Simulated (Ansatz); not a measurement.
Reaction (formal hydrolysis of the Sn–O bond): `C[O][Sn]([O]C)([O]C)[O]C` + H₂O → `C[O][Sn]([OH])([O]C)[O]C` + CH₃OH

Calculated with Ansatz (gas phase, PBE0-D4/def2-TZVP geometries, no zero-point term in ΔE). CCSD(T)/CBS adds triple-zeta CCSD(T) − MP2 to the extrapolated MP2 energy (def2 sets, frozen cores). This one scheme is used for every species. DFT in def2-TZVPP. B3LYP here is the variant with VWN-RPA as its local correlation; programs differ in this. Elements past krypton have def2 core potentials. For Sn outer-core shells are correlated without core-valence functions, which leaves a few kJ/mol of doubt a bond. Each species was taken in one conformer, which may not be the lowest.

| level | ΔE (kJ/mol) | difference from CCSD(T)/CBS |
| --- | --- | --- |
| ωB97X-V | -6.0 | -4.8 |
| ωB97M-V | -6.1 | -4.9 |
| revPBE | -9.6 | -8.4 |
| BLYP | -10.5 | -9.3 |
| PBE0 | -9.5 | -8.3 |
| B3LYP | -10.6 | -9.4 |
| r2SCAN0 | -8.0 | -6.8 |
| MP2/def2-SVP | -3.0 | -1.8 |
| CCSD/def2-TZVPP | -4.3 | -3.1 |
| MP2/def2-QZVPP | -0.6 | 0.6 |
| CCSD(T)/CBS | -1.2 | 0 |

Largest T1 diagnostic among the species: 0.014.

Leaving LDA and LC-ωPBE aside and taking each functional with its dispersion term where it has one, the values, not all of them listed here, spread over 5.5 kJ/mol, from B2PLYP to revPBE-D4. The D4 term adds +7.1 kJ/mol with B3LYP and +4.3 kJ/mol with PBE0; it sums over pairs of atoms, weighted by their polarisabilities, and B3LYP, whose exchange is more repulsive, gets the larger term.
